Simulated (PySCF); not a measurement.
## Calculated data, AlBH₃NO

Computed with PySCF 2.14.0. Calculation on a computer-drawn molecule: the log of a Hartree-Fock and frozen-core CCSD(T) single point meant for a local Hartree-Fock minimum, with one planted fault or none, to be diagnosed. Offsets are logged minus clean, where the clean run is the same molecule without the fault. The reference is restricted for singlets and unrestricted otherwise, and also for a bond in bohr or an excited solution. Adding or removing an electron swaps singlet and doublet. The excited solution moves the top pair (singlet) or top alpha electron (doublet) to the lowest empty orbital. Highest occupied and lowest empty are orbital energies over both spins, largest force is the largest gradient component, triples share is (T) over the correlation energy, the T1 limit is 0.02 restricted and 0.045 unrestricted, electrons count all cores, a negative frequency is imaginary (commonest isotopes), and the dipole is about the centre of nuclear charge.

```yaml
- formula: AlBH3NO
  logged_structure:
    atoms_angstrom:
      - [B, 0.7544, -0.8185, -1.6444]
      - ["N", -0.0276, -0.6463, -0.6532]
      - [Al, -0.9248, -0.4646, 0.5098]
      - [O, -1.8322, -0.2942, 1.7061]
      - [H, 1.5314, -1.6156, -1.643]
      - [H, 0.6884, -0.1754, -2.5512]
      - [H, -2.483, 0.2022, 1.9755]
  given:
    meant_charge: 0
    meant_multiplicity: 1
    meant_basis: "cc-pV(D+d)Z"
    logged_electrons: 36
    logged_basis_functions: 80
    logged_SCF_converged: "yes"
    logged_spin_squared: 0.0
    "logged_highest_occupied [eV]": -8.5211
    "logged_lowest_empty [eV]": 1.4963
    "logged_largest_force [hartree/bohr]": 0.095933
    logged_T1_diagnostic: 0.015276
    logged_D1_diagnostic: 0.041453
    logged_triples_share: 0.025022
    logged_CC_converged: "yes"
    "logged_dipole_magnitude [debye]": 6.2959
    logged_SCF_stable_within_its_kind: "yes"
    "logged_energy_HF [hartree]": -397.62421
    "logged_energy_CCSD(T) [hartree]": -398.13871
    possible_faults: "no fault, one electron removed, one electron added, multiplicity raised by two, geometry at a saddle point, SCF held on an excited solution, minimal basis STO-3G, one bond length entered in bohr, all coordinates scaled"
    drawn_bonds_atom: [1, 2, 3, 1, 1, 4]
    drawn_bonds_other_atom: [2, 3, 4, 5, 6, 7]
    drawn_bonds_order: [1, 2, 1, 1, 1, 1]
  results:
    planted_fault: "all coordinates scaled, by -8.4 %"
    "HF_energy_offset_from_clean_run [kcal/mol]": 46.22
    "CCSD(T)_energy_offset_from_clean_run [kcal/mol]": 57.19
```
